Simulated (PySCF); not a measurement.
**Spin–spin coupling constants**

Bonds: C1-C2 1.330 Å, C2-C3 1.476 Å, C3-N4 1.254 Å, C2-O5 1.386 Å, O5-C6 1.349 Å, C6-F7 1.338 Å, C6-F8 1.356 Å. C1 carries H9, H10; C3 carries H11; N4 carries H12; C6 carries H13.

Couplings: B3LYP/pcJ-1 (spin–dipole term only in couplings to heteroatoms) in PySCF 2.14.0 with density-fitted response routines, geometry GFN2-xTB; gas phase, one conformer, non-relativistic. Couplings are averaged over pairs made equivalent by symmetry, fast rotation or ring inversion, so a value needn't be that of the named pair in this geometry, while other rotamers aren't included; one pair stands for each set, and the list holds a selection of those of at least 1.5 Hz over up to four bonds, among pairs with at least one C or N or F or H atom (others weren't computed). One-bond C–F couplings come out tens of Hz too large with common functionals.

Isotopes: 13C, 19F, 1H, 15N, 17O. Couplings to quadrupolar nuclei such as 17O and 33S are rarely resolved in practice.

```tsv
pair	bonds	J (Hz)
C1, C2	1	88.3
C1, H9	1	?
C1, H10	1	?
C2, C3	1	59.0
C2, O5	1	23.5
C3, N4	1	-6.0
C3, H11	1	187.6
N4, H12	1	?
O5, C6	1	18.9
C6, F7	1	-320.7
C6, H13	1	220.5
C2, H9	2	?
C2, H11	2	27.2
C3, O5	2	-12.1
N4, H11	2	?
O5, F7	2	-33.2
O5, H13	2	-4.7
F7, F8	2	?
H9, H10	2	?
C2, H12	3	14.5
C3, C6	3	3.6
C3, H10	3	6.3
O5, H9	3	?
O5, H11	3	-5.8
H11, H12	3	27.1
C6, H11	4	1.9
```

Question: Estimate the withheld couplings, with signs.

Answer: 
- 1J(C1,H9) = 168.3 Hz (bond length 1.076 Å)
- 1J(C1,H10) = 172.1 Hz (bond length 1.074 Å)
- 1J(N4,H12) = -53.0 Hz (bond length 1.020 Å)
- 2J(C2,H9) = -4.7 Hz (angle at C1 124°)
- 2J(N4,H11) = -13.5 Hz (angle at C3 118°)
- 2J(F7,F8) = 140.2 Hz (angle at C6 106°)
- 2J(H9,H10) = -5.3 Hz (angle at C1 117°)
- 3J(O5,H9) = -1.5 Hz (dihedral angle 2°)
